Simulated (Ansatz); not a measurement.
The inner images of a band of C₂H₁₀ClNSi₂ (16 atoms, charge 0, multiplicity 1) are given out of order.

The calculation used RKS PBE0-D4/6-31G* in Ansatz.

Initial state:

```xyz
16
Properties=species:S:1:pos:R:3
C -0.338 -1.210 1.481
Si 0.024 -0.438 -0.184
Si 2.275 -0.581 -0.811
Cl -1.077 -1.490 -1.631
C -0.612 1.342 -0.248
N -2.040 1.349 0.051
H -0.151 -2.288 1.479
H -1.387 -1.027 1.735
H 0.288 -0.752 2.256
H 2.730 -2.000 -0.825
H 3.122 0.173 0.160
H 2.486 0.005 -2.166
H -0.320 1.824 -1.198
H -0.084 1.884 0.550
H -2.548 0.884 -0.696
H -2.390 2.302 0.090
```

Final state:

```xyz
16
Properties=species:S:1:pos:R:3
C -0.408 -1.062 1.469
Si 0.021 -0.369 -0.224
Si 2.280 -0.673 -0.756
Cl -1.108 -1.454 -1.621
C -0.566 1.432 -0.381
N -2.000 1.640 -0.179
H -0.187 -2.132 1.524
H -1.473 -0.929 1.689
H 0.171 -0.555 2.250
H 2.658 -2.114 -0.697
H 3.130 0.074 0.219
H 2.571 -0.153 -2.122
H -0.294 1.822 -1.369
H -0.016 2.052 0.341
H -2.526 1.078 -0.845
H -2.277 1.320 0.745
```

Question: Put them in order from the first end to the last, with their energies above the first end.
A.
```xyz
16
Properties=species:S:1:pos:R:3
C -0.394 -1.089 1.480
Si 0.043 -0.407 -0.210
Si 2.306 -0.680 -0.750
Cl -1.048 -1.509 -1.627
C -0.575 1.384 -0.375
N -1.997 1.442 -0.197
H -0.244 -2.171 1.528
H -1.445 -0.870 1.693
H 0.223 -0.621 2.257
H 2.708 -2.115 -0.692
H 3.158 0.079 0.215
H 2.585 -0.161 -2.120
H -0.234 1.836 -1.322
H -0.093 1.967 0.421
H -2.606 0.921 -0.801
H -2.409 1.972 0.546
```
B.
```xyz
16
Properties=species:S:1:pos:R:3
C -0.372 -1.108 1.473
Si 0.047 -0.414 -0.215
Si 2.309 -0.658 -0.770
Cl -1.038 -1.506 -1.642
C -0.596 1.365 -0.339
N -2.014 1.275 -0.032
H -0.214 -2.189 1.515
H -1.424 -0.890 1.684
H 0.243 -0.638 2.249
H 2.719 -2.090 -0.724
H 3.160 0.098 0.198
H 2.579 -0.127 -2.137
H -0.324 1.851 -1.293
H -0.100 1.946 0.449
H -2.588 0.987 -0.813
H -2.409 2.076 0.440
```
C.
```xyz
16
Properties=species:S:1:pos:R:3
C -0.434 -1.044 1.504
Si 0.017 -0.384 -0.194
Si 2.279 -0.712 -0.711
Cl -1.098 -1.495 -1.583
C -0.546 1.420 -0.423
N -1.984 1.668 -0.331
H -0.272 -2.125 1.562
H -1.489 -0.850 1.726
H 0.175 -0.566 2.281
H 2.650 -2.153 -0.622
H 3.137 0.050 0.246
H 2.572 -0.224 -2.089
H -0.189 1.779 -1.397
H -0.036 2.045 0.323
H -2.502 0.983 -0.876
H -2.303 1.586 0.629
```
D.
```xyz
16
Properties=species:S:1:pos:R:3
C -0.350 -1.153 1.468
Si 0.041 -0.428 -0.212
Si 2.301 -0.622 -0.792
Cl -1.040 -1.505 -1.654
C -0.618 1.345 -0.286
N -2.040 1.294 0.047
H -0.176 -2.232 1.503
H -1.402 -0.947 1.692
H 0.265 -0.676 2.240
H 2.719 -2.053 -0.765
H 3.151 0.127 0.181
H 2.558 -0.075 -2.155
H -0.366 1.842 -1.239
H -0.094 1.902 0.503
H -2.570 0.939 -0.743
H -2.401 2.219 0.258
```
E.
```xyz
16
Properties=species:S:1:pos:R:3
C -0.414 -1.074 1.490
Si 0.027 -0.398 -0.203
Si 2.294 -0.693 -0.732
Cl -1.066 -1.511 -1.609
C -0.569 1.400 -0.398
N -2.006 1.626 -0.336
H -0.266 -2.156 1.544
H -1.466 -0.860 1.710
H 0.203 -0.603 2.265
H 2.680 -2.132 -0.660
H 3.151 0.063 0.230
H 2.583 -0.191 -2.105
H -0.185 1.802 -1.347
H -0.082 1.994 0.387
H -2.554 0.901 -0.783
H -2.355 1.811 0.593
```

Answer: D (+1.0 kJ/mol), B (+7.3 kJ/mol), A (+22.5 kJ/mol), E (+8.2 kJ/mol), C (+2.4 kJ/mol).

Time of the run: 3.2 min on 2 threads of Intel(R) Xeon(R) Platinum 8259CL CPU @ 2.50GHz (Skylake/Cascade Lake), on a shared host, peak memory 0.37 GiB.
